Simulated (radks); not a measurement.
Q: Radial electron density D(r) = 4 pi r^2 rho(r) of an atom or ion with 12 electrons. Calculated with a radial shooting solver on a logarithmic mesh with Libxc functionals: Dirac Kohn-Sham, PBEsol, spin-unpolarised, spherical densities, finite nucleus; Fermi nuclear charge, rms radius of each element as measured or else 0.836 A^(1/3) + 0.57 fm.

r (bohr)  D(r) (e/bohr)
0.006323         0.6125
0.007187         0.7728
0.008103         0.9582
0.00921           1.201
0.01047           1.500
0.0118            1.840
0.01341           2.277
0.01512           2.766
0.01719           3.382
0.01938           4.058
0.02203           4.889
0.02503           5.836
0.02823           6.824
0.03208           7.972
0.03617           9.111
0.04111           10.35
0.04635           11.50
0.05268           12.62
0.05987           13.56
0.06751           14.21
0.07673           14.56
0.08651           14.52
0.09832           14.06
0.1109            13.29
0.126             12.18
0.1432            10.94
0.1615            9.842
0.1835            8.957
0.2069            8.551
0.2352            8.662
0.2651            9.254
0.3013            10.25
0.3425            11.37
0.3862            12.23
0.4389            12.67
0.4948            12.46
0.5624            11.52
0.6341            10.07
0.7207            8.130
0.8191            6.099
0.9236            4.369
1.05              2.908
1.184             1.972
1.345             1.402
1.517             1.168
1.724             1.092
1.959             1.062
2.209            0.9931
2.511            0.8468
2.831            0.6572
3.217            0.4422
3.627            0.2687
4.123            0.1370
4.686           0.05971
5.283           0.02336
6.004          0.007073
6.77           0.001882
7.694         0.0003603

What is the nuclear charge?

A: Z = 13. The innermost maximum, from 1s, lies near gamma/Z bohr with gamma = sqrt(1 - (Z/c)^2) = 0.995, here 0.0766 bohr (found: 0.0805), and its height grows with Z. The density is that of the aluminium ion Al+ in [Ne] 3s2; the configuration itself is not fixed sharply by these data, and Z only to about a unit. D(r) has 2 maxima, at r = 0.0805, 0.450 bohr, and minima at 0.215 bohr, inside which lie 2.20 electrons.
